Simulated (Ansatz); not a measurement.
Input for Ansatz (a quantum-chemistry and plane-wave program): R-PBE/def2-TZVPP on BH5N (SMILES B[NH3+]). Charge +1.

Ansatz 0.2 input:
```yaml
crystal:
  periodic: [false, false, false]
  atoms:
    - {symbol: B, position_ang: [0.91536392, 0.10905418, 0.01090304]}
    - {symbol: N, position_ang: [-0.62630431, -0.07773164, -0.02390735]}
    - {symbol: H, position_ang: [1.54503469, -0.87142557, 0.23623478]}
    - {symbol: H, position_ang: [1.30075482, 1.21855509, -0.15963071]}
    - {symbol: H, position_ang: [-0.99438738, 0.06110114, 0.93619934]}
    - {symbol: H, position_ang: [-0.92355006, -1.02513022, -0.30299904]}
    - {symbol: H, position_ang: [-1.11505113, 0.61329196, -0.61333436]}
basis:
  gaussian:
    orbitals: def2-TZVPP
hamiltonian:
  xc: {name: PBE}
total_charge: 1
accuracy: high
phonons: {}
scf: {lower_state_search: off}
```

It printed:

```
Functional definition: PBE
[...]
these checks for a lower state are left out or cut short: stability, starts, cluster_reference, orbital_swaps, neighbouring_geometries, increment
integrals: 0.26 GiB planned
2536 factors; integrals over basis functions are off by at most 2.1e-9 eV
mean field: 0.52 GiB planned
mean field evaluation 1: about -2223.1726 eV, gradient 9.1e1 eV
mean field evaluation 2: about -2204.0035 eV, gradient 1.2e2 eV
mean field evaluation 4: about -2237.9753 eV, gradient 3.2e0 eV
mean field evaluation 8: about -2238.0105 eV, gradient 2.1e-2 eV
mean field evaluation 16: about -2238.0105 eV, gradient 1.9e-7 eV
mean field -2238.01048645 eV, -82.2453683990 hartree, gradient 3.9e-8 eV, S^2 0.000000; 0 other end points of the search recorded, 0 dependent functions left out
the calculation of the forces begins
reference -2238.01049021 eV, -82.2453685373 hartree; 8, 8 occupied and 124, 124 virtual orbitals, 2536 factors
these checks for a lower state are left out or cut short: stability, starts, cluster_reference, orbital_swaps, neighbouring_geometries, increment
integrals: 0.26 GiB planned
2536 factors; integrals over basis functions are off by at most 2.1e-9 eV
mean field: 0.52 GiB planned
mean field -2238.01044757 eV, -82.2453669703 hartree, gradient 3.6e-8 eV, S^2 0.000000; 0 other end points of the search recorded, 0 dependent functions left out
the calculation of the forces begins
reference -2238.01045134 eV, -82.2453671086 hartree; 8, 8 occupied and 124, 124 virtual orbitals, 2536 factors
these checks for a lower state are left out or cut short: stability, starts, cluster_reference, orbital_swaps, neighbouring_geometries, increment
integrals: 0.26 GiB planned
2536 factors; integrals over basis functions are off by at most 2.1e-9 eV
mean field: 0.52 GiB planned
mean field evaluation 32: about -2238.0104 eV, gradient 3.6e-8 eV
mean field -2238.01044731 eV, -82.2453669605 hartree, gradient 3.6e-8 eV, S^2 0.000000; 0 other end points of the search recorded, 0 dependent functions left out
the calculation of the forces begins
reference -2238.01045107 eV, -82.2453670988 hartree; 8, 8 occupied and 124, 124 virtual orbitals, 2536 factors
these checks for a lower state are left out or cut short: stability, starts, cluster_reference, orbital_swaps, neighbouring_geometries, increment
integrals: 0.26 GiB planned
2536 factors; integrals over basis functions are off by at most 2.1e-9 eV
mean field: 0.52 GiB planned
mean field -2238.01036221 eV, -82.2453638335 hartree, gradient 3.7e-8 eV, S^2 0.000000; 0 other end points of the search recorded, 0 dependent functions left out
the calculation of the forces begins
reference -2238.01036598 eV, -82.2453639718 hartree; 8, 8 occupied and 124, 124 virtual orbitals, 2536 factors
these checks for a lower state are left out or cut short: stability, starts, cluster_reference, orbital_swaps, neighbouring_geometries, increment
integrals: 0.26 GiB planned
2536 factors; integrals over basis functions are off by at most 2.1e-9 eV
mean field: 0.52 GiB planned
mean field -2238.01036113 eV, -82.2453637938 hartree, gradient 4.6e-8 eV, S^2 0.000000; 0 other end points of the search recorded, 0 dependent functions left out
the calculation of the forces begins
reference -2238.01036490 eV, -82.2453639321 hartree; 8, 8 occupied and 124, 124 virtual orbitals, 2536 factors
these checks for a lower state are left out or cut short: stability, starts, cluster_reference, orbital_swaps, neighbouring_geometries, increment
integrals: 0.26 GiB planned
2536 factors; integrals over basis functions are off by at most 2.1e-9 eV
mean field: 0.52 GiB planned
mean field -2238.01031097 eV, -82.2453619503 hartree, gradient 6.7e-8 eV, S^2 0.000000; 0 other end points of the search recorded, 0 dependent functions left out
the calculation of the forces begins
reference -2238.01031474 eV, -82.2453620887 hartree; 8, 8 occupied and 124, 124 virtual orbitals, 2536 factors
these checks for a lower state are left out or cut short: stability, starts, cluster_reference, orbital_swaps, neighbouring_geometries, increment
integrals: 0.26 GiB planned
2536 factors; integrals over basis functions are off by at most 2.1e-9 eV
mean field: 0.52 GiB planned
mean field -2238.01031200 eV, -82.2453619882 hartree, gradient 6.3e-8 eV, S^2 0.000000; 0 other end points of the search recorded, 0 dependent functions left out
the calculation of the forces begins
reference -2238.01031577 eV, -82.2453621265 hartree; 8, 8 occupied and 124, 124 virtual orbitals, 2536 factors
these checks for a lower state are left out or cut short: stability, starts, cluster_reference, orbital_swaps, neighbouring_geometries, increment
integrals: 0.26 GiB planned
2536 factors; integrals over basis functions are off by at most 2.1e-9 eV
mean field: 0.52 GiB planned
mean field evaluation 64: about -2238.0103 eV, gradient 1.2e-8 eV
mean field -2238.01031739 eV, -82.2453621860 hartree, gradient 4.5e-8 eV, S^2 0.000000; 0 other end points of the search recor
[...]
38.01047957 eV, -82.2453681462 hartree, gradient 3.8e-8 eV, S^2 0.000000; 0 other end points of the search recorded, 0 dependent functions left out
the calculation of the forces begins
reference -2238.01048333 eV, -82.2453682845 hartree; 8, 8 occupied and 124, 124 virtual orbitals, 2536 factors
these checks for a lower state are left out or cut short: stability, starts, cluster_reference, orbital_swaps, neighbouring_geometries, increment
integrals: 0.26 GiB planned
2536 factors; integrals over basis functions are off by at most 2.1e-9 eV
mean field: 0.52 GiB planned
mean field -2238.01047956 eV, -82.2453681459 hartree, gradient 3.6e-8 eV, S^2 0.000000; 0 other end points of the search recorded, 0 dependent functions left out
the calculation of the forces begins
reference -2238.01048333 eV, -82.2453682842 hartree; 8, 8 occupied and 124, 124 virtual orbitals, 2536 factors
these checks for a lower state are left out or cut short: stability, starts, cluster_reference, orbital_swaps, neighbouring_geometries, increment
integrals: 0.26 GiB planned
2536 factors; integrals over basis functions are off by at most 2.1e-9 eV
mean field: 0.52 GiB planned
mean field -2238.01038100 eV, -82.2453645237 hartree, gradient 3.3e-8 eV, S^2 0.000000; 0 other end points of the search recorded, 0 dependent functions left out
the calculation of the forces begins
reference -2238.01038476 eV, -82.2453646620 hartree; 8, 8 occupied and 124, 124 virtual orbitals, 2536 factors
these checks for a lower state are left out or cut short: stability, starts, cluster_reference, orbital_swaps, neighbouring_geometries, increment
integrals: 0.26 GiB planned
2536 factors; integrals over basis functions are off by at most 2.1e-9 eV
mean field: 0.52 GiB planned
mean field -2238.01038078 eV, -82.2453645159 hartree, gradient 5.0e-8 eV, S^2 0.000000; 0 other end points of the search recorded, 0 dependent functions left out
the calculation of the forces begins
reference -2238.01038455 eV, -82.2453646541 hartree; 8, 8 occupied and 124, 124 virtual orbitals, 2536 factors
these checks for a lower state are left out or cut short: stability, starts, cluster_reference, orbital_swaps, neighbouring_geometries, increment
integrals: 0.26 GiB planned
2536 factors; integrals over basis functions are off by at most 2.1e-9 eV
mean field: 0.52 GiB planned
mean field -2238.01046629 eV, -82.2453676582 hartree, gradient 2.0e-8 eV, S^2 0.000000; 0 other end points of the search recorded, 0 dependent functions left out
the calculation of the forces begins
reference -2238.01047005 eV, -82.2453677965 hartree; 8, 8 occupied and 124, 124 virtual orbitals, 2536 factors
these checks for a lower state are left out or cut short: stability, starts, cluster_reference, orbital_swaps, neighbouring_geometries, increment
integrals: 0.26 GiB planned
2536 factors; integrals over basis functions are off by at most 2.1e-9 eV
mean field: 0.52 GiB planned
mean field evaluation 128: about -2238.0089 eV, gradient 8.8e-2 eV
mean field -2238.01046576 eV, -82.2453676388 hartree, gradient 1.9e-8 eV, S^2 0.000000; 0 other end points of the search recorded, 0 dependent functions left out
the calculation of the forces begins
reference -2238.01046953 eV, -82.2453677772 hartree; 8, 8 occupied and 124, 124 virtual orbitals, 2536 factors
these checks for a lower state are left out or cut short: stability, starts, cluster_reference, orbital_swaps, neighbouring_geometries, increment
integrals: 0.26 GiB planned
2536 factors; integrals over basis functions are off by at most 2.1e-9 eV
mean field: 0.52 GiB planned
mean field -2238.01046355 eV, -82.2453675576 hartree, gradient 1.8e-8 eV, S^2 0.000000; 0 other end points of the search recorded, 0 dependent functions left out
the calculation of the forces begins
reference -2238.01046732 eV, -82.2453676959 hartree; 8, 8 occupied and 124, 124 virtual orbitals, 2536 factors
these checks for a lower state are left out or cut short: stability, starts, cluster_reference, orbital_swaps, neighbouring_geometries, increment
integrals: 0.26 GiB planned
2536 factors; integrals over basis functions are off by at most 2.1e-9 eV
mean field: 0.52 GiB planned
mean field -2238.01046337 eV, -82.2453675508 hartree, gradient 1.7e-8 eV, S^2 0.000000; 0 other end points of the search recorded, 0 dependent functions left out
the calculation of the forces begins
reference -2238.01046713 eV, -82.2453676892 hartree; 8, 8 occupied and 124, 124 virtual orbitals, 2536 factors
these checks for a lower state are left out or cut short: stability, starts, cluster_reference, orbital_swaps, neighbouring_geometries, increment
integrals: 0.26 GiB planned
2536 factors; integrals over basis functions are off by at most 2.1e-9 eV
mean field: 0.52 GiB planned
mean field -2238.01037884 eV, -82.2453644443 hartree, gradient 3.2e-8 eV, S^2 0.000000; 0 other end points of the search recorded, 0 dependent functions left out
the calculation of the forces begins
reference -2238.01038260 eV, -82.2453645826 hartree; 8, 8 occupied and 124, 124 virtual orbitals, 2536 factors
these checks for a lower state are left out or cut short: stability, starts, cluster_reference, orbital_swaps, neighbouring_geometries, increment
integrals: 0.26 GiB planned
2536 factors; integrals over basis functions are off by at most 2.1e-9 eV
mean field: 0.52 GiB planned
mean field -2238.01037987 eV, -82.2453644823 hartree, gradient 2.4e-8 eV, S^2 0.000000; 0 other end points of the search recorded, 0 dependent functions left out
the calculation of the forces begins
reference -2238.01038363 eV, -82.2453646206 hartree; 8, 8 occupied and 124, 124 virtual orbitals, 2536 factors
these checks for a lower state are left out or cut short: stability, starts, cluster_reference, orbital_swaps, neighbouring_geometries, increment
integrals: 0.26 GiB planned
2536 factors; integrals over basis functions are off by at most 2.1e-9 eV
mean field: 0.52 GiB planned
mean field evaluation 160: about -2238.0105 eV, gradient 1.1e-5 eV
mean field -2238.01046256 eV, -82.2453675211 hartree, gradient 1.5e-8 eV, S^2 0.000000; 0 other end points of the search recorded, 0 dependent functions left out
the calculation of the forces begins
reference -2238.01046632 eV, -82.2453676594 hartree; 8, 8 occupied and 124, 124 virtual orbitals, 2536 factors
these checks for a lower state are left out or cut short: stability, starts, cluster_reference, orbital_swaps, neighbouring_geometries, increment
integrals: 0.26 GiB planned
2536 factors; integrals over basis functions are off by at most 2.1e-9 eV
mean field: 0.52 GiB planned
mean field -2238.01046228 eV, -82.2453675110 hartree, gradient 1.6e-8 eV, S^2 0.000000; 0 other end points of the search recorded, 0 dependent functions left out
the calculation of the forces begins
reference -2238.01046605 eV, -82.2453676493 hartree; 8, 8 occupied and 124, 124 virtual orbitals, 2536 factors
Total energy: -2238.01049021 eV, -82.2453685373 hartree
Atom 0 at     0.915364     0.109054     0.010903 Å, force     0.000413     0.000056     0.000041 eV/Å
Atom 1 at    -0.626304    -0.077732    -0.023907 Å, force    -0.000427    -0.000044     0.000031 eV/Å
Atom 2 at     1.545035    -0.871426     0.236235 Å, force    -0.000071    -0.000044     0.000011 eV/Å
Atom 3 at     1.300755     1.218555    -0.159631 Å, force    -0.000079     0.000028    -0.000002 eV/Å
Atom 4 at    -0.994387     0.061101     0.936199 Å, force     0.000126    -0.000014    -0.000153 eV/Å
Atom 5 at    -0.923550    -1.025130    -0.302999 Å, force     0.000021    -0.000016     0.000040 eV/Å
Atom 6 at    -1.115051     0.613292    -0.613334 Å, force     0.000016     0.000033     0.000031 eV/Å
Dipole moment:    -0.463667    -0.052405     0.009444 e Å
Vibrations: 39.19 706.42 735.05 874.81 1073.19 1085.24 1186.77 1415.76 1576.88 1596.75 2624.41 2772.57 3283.96 3354.76 3395.06 cm⁻¹, zero-point energy 1.594487 eV
Checks for a lower state left out: stability, starts, cluster_reference, orbital_swaps, neighbouring_geometries, increment
```

Self-consistency was reached.

Cost: very roughly 2.2 core-minutes.
